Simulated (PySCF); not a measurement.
Gas-phase reaction: 2 WOCl₄ + WF₆ + 4 O → 3 WO₂F₂ + 4 Cl₂

Method: PySCF energies (xtb for GFN2) plus ideal-gas RRHO corrections (1 bar). † marks an energy on the PBE0/def2-TZVP geometry and frequencies; other levels use their own. MP2 and CCSD(T) freeze the core. Open shells (unrestricted): O (multiplicity 3, electronic degeneracy 9); the rest are closed-shell singlets. GFN2 has no spin-polarisation term. Spin-orbit splitting is ignored; it lowers the true energy and changes the entropy of O. W: scalar-relativistic def2 core potential, no spin-orbit coupling. WO₂F₂: computed as isolated molecules; such fragments, hydroxides, amides, oligomers or adducts are transient or little studied in the gas. MP2 isn't extrapolated to the basis-set limit; its ΔH°(298 K) is -922.4 kJ in def2-SVP and -1060.7 kJ in def2-TZVPP. CCSD(T) isn't extrapolated to the basis-set limit. The harmonic model lacks anharmonicity and excited electronic states, which grow with temperature; levels with a mode under 35 cm⁻¹ are left out. Soft modes under 120 cm⁻¹ make the harmonic entropy rough for WOCl₄. Warning, large T1 diagnostic: WF₆, WO₂F₂, WOCl₄ (CCSD(T)/def2-SVP†). Warning, point group unlike the PBE0 one: WO₂F₂ (GFN2-xTB).

```json
[
 {"level": "BLYP/def2-TZVP†", "ΔE electronic, kJ": "-1164", "ΔH°(298 K), kJ": "-1158", "ΔS°(298 K), J/K": "76", "ΔG°(800 K), kJ": "-1204"},
 {"level": "CCSD(T)/def2-SVP†", "ΔE electronic, kJ": "-806", "ΔH°(298 K), kJ": "-801", "ΔS°(298 K), J/K": "76", "ΔG°(800 K), kJ": "-846"},
 {"level": "GFN2-xTB", "ΔE electronic, kJ": "-1573", "ΔH°(298 K), kJ": "-1571", "ΔS°(298 K), J/K": "77", "ΔG°(800 K), kJ": "-1618"},
 {"level": "M06-2X/def2-TZVP†", "ΔE electronic, kJ": "-1003", "ΔH°(298 K), kJ": "-997", "ΔS°(298 K), J/K": "76", "ΔG°(800 K), kJ": "-1043"},
 {"level": "MP2/def2-SVP†", "ΔE electronic, kJ": "-928", "ΔH°(298 K), kJ": "-922", "ΔS°(298 K), J/K": "76", "ΔG°(800 K), kJ": "-968"},
 {"level": "MP2/def2-TZVPP†", "ΔE electronic, kJ": "-1066", "ΔH°(298 K), kJ": "-1061", "ΔS°(298 K), J/K": "76", "ΔG°(800 K), kJ": "-1106"},
 {"level": "PBE/def2-SVP", "ΔE electronic, kJ": "-1059", "ΔH°(298 K), kJ": "-1056", "ΔS°(298 K), J/K": "76", "ΔG°(800 K), kJ": "-1102"},
 {"level": "PBE0/def2-QZVP†", "ΔE electronic, kJ": "-977", "ΔH°(298 K), kJ": "-972", "ΔS°(298 K), J/K": "76", "ΔG°(800 K), kJ": "-1017"},
 {"level": "PBE0/def2-SVP†", "ΔE electronic, kJ": "-849", "ΔH°(298 K), kJ": "-843", "ΔS°(298 K), J/K": "76", "ΔG°(800 K), kJ": "-889"},
 {"level": "LDA/def2-TZVP†", "ΔE electronic, kJ": "-1323", "ΔH°(298 K), kJ": "-1318", "ΔS°(298 K), J/K": "76", "ΔG°(800 K), kJ": "-1363"}
]
```
ΔH° is lowest at GFN2-xTB and highest at CCSD(T)/def2-SVP†. No reference value is set beside these.
